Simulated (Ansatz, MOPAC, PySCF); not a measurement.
Pair of molecules: H2O (SMILES O) (first 3 atoms) with SO2 (SMILES O=S=O); geometry from B3LYP-D3(BJ)/def2-TZVP, rigid monomers moved along the line of their centres of mass till O1···S5 is 2.44 Å.
(charge 0, multiplicity 1):
```xyz
6

O      0.5057    -0.0902     0.6105
H      0.6067     0.8503     0.4224
H     -0.3627    -0.3346     0.2694
O     -1.1192    -0.6656     2.9126
S      0.2331    -0.1829     3.0334
O      0.4329     1.2384     3.1610
```

Monomers are frozen at their geometry in the pair; levels with a basis set take the counterpoise correction. Rows marked so take none.

Correlated levels freeze the cores. CBS: X⁻³ extrapolation of the correlation energy, Hartree–Fock from the larger set. Rows in 3-21G, 6-311+G**, 6-31G* carry no dispersion term and start afresh at each structure (6-31G* with six Cartesian d functions). MP2/6-31G* freezes PySCF's default core. The state that AM1, PM6 reach isn't checked.

Run with Ansatz (Gaussian orbitals); MOPAC for AM1, PM6 (differences of heats of formation); PySCF for 3-21G rows, 6-311+G** rows, 6-31G* rows, the dispersion terms. Each number belongs to the level named beside it.

Other levels give for the interaction energy: PBE/def2-TZVPPD -2.81; B3LYP/def2-TZVPPD -1.73; B3LYP-D3(BJ)/def2-TZVPPD -3.61; wB97M-V/def2-TZVPPD -3.85; MP2/CBS(aug-cc-pV(D+d)Z, aug-cc-pV(T+d)Z) + ΔCCSD(T)/aug-cc-pV(D+d)Z -2.29 kcal/mol.

Common cheap choices:

```csv
level,interaction energy (kcal/mol)
AM1,-8.77
PM6,-8.43
HF/3-21G (no counterpoise),-13.02
BP86/6-31G* (no counterpoise),-5.97
B3LYP/6-31G* (no counterpoise),-6.19
B3LYP/6-311+G** (no counterpoise),-2.76
M06-2X/6-31G* (no counterpoise),-8.29
MP2/6-31G* (no counterpoise),-4.31
```

Ansatz is a quantum-chemistry and plane-wave program.
